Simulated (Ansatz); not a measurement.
C4H5F3 (`C/C=C/C(F)(F)F`) at its PBE0-D4/def2-TZVP geometry, where that method's forces vanish. Charge 0, multiplicity 1.

```tsv
atom	x (Å)	y (Å)	z (Å)
C1	0.198	-1.746	0.889
C2	-0.244	-0.628	0.017
C3	0.278	0.589	0.030
C4	-0.186	1.691	-0.855
F5	-0.620	2.742	-0.139
F6	0.813	2.146	-1.631
F7	-1.184	1.329	-1.669
H8	1.013	-1.449	1.551
H9	0.532	-2.595	0.285
H10	-0.633	-2.107	1.502
H11	-1.055	-0.836	-0.676
H12	1.088	0.865	0.697
```

Problem. For each bond, give half the difference of the two atoms' forces along it (eV/Å; positive pushes the atoms apart) under PBE-D4, r2SCAN-D4, B3LYP-D4, ωB97M-V in def2-TZVPP. (Estimate.)

Solution. Ansatz gave: 
```json
{"bond": "C1–C2", "length (Å)": "1.486", "PBE-D4": "-0.17", "r2SCAN-D4": "0.01", "B3LYP-D4": "0.17", "ωB97M-V": "0.31"}
{"bond": "C1–H8", "length (Å)": "1.091", "PBE-D4": "0.12", "r2SCAN-D4": "-0.03", "B3LYP-D4": "-0.05", "ωB97M-V": "-0.08"}
{"bond": "C1–H9", "length (Å)": "1.094", "PBE-D4": "0.12", "r2SCAN-D4": "-0.02", "B3LYP-D4": "-0.06", "ωB97M-V": "-0.11"}
{"bond": "C1–H10", "length (Å)": "1.094", "PBE-D4": "0.12", "r2SCAN-D4": "-0.02", "B3LYP-D4": "-0.06", "ωB97M-V": "-0.11"}
{"bond": "C2–C3", "length (Å)": "1.324", "PBE-D4": "0.37", "r2SCAN-D4": "0.19", "B3LYP-D4": "0.02", "ωB97M-V": "-0.13"}
{"bond": "C2–H11", "length (Å)": "1.087", "PBE-D4": "0.06", "r2SCAN-D4": "-0.07", "B3LYP-D4": "-0.12", "ωB97M-V": "-0.12"}
{"bond": "C3–C4", "length (Å)": "1.488", "PBE-D4": "-0.41", "r2SCAN-D4": "-0.25", "B3LYP-D4": "-0.12", "ωB97M-V": "0.05"}
{"bond": "C3–H12", "length (Å)": "1.085", "PBE-D4": "0.03", "r2SCAN-D4": "-0.06", "B3LYP-D4": "-0.11", "ωB97M-V": "-0.09"}
{"bond": "C4–F5", "length (Å)": "1.344", "PBE-D4": "0.61", "r2SCAN-D4": "0.29", "B3LYP-D4": "0.29", "ωB97M-V": "0.12"}
{"bond": "C4–F6", "length (Å)": "1.344", "PBE-D4": "0.61", "r2SCAN-D4": "0.29", "B3LYP-D4": "0.29", "ωB97M-V": "0.12"}
{"bond": "C4–F7", "length (Å)": "1.337", "PBE-D4": "0.60", "r2SCAN-D4": "0.27", "B3LYP-D4": "0.30", "ωB97M-V": "0.16"}
```

B3LYP here is the variant with VWN-RPA as its local correlation; programs differ in this.
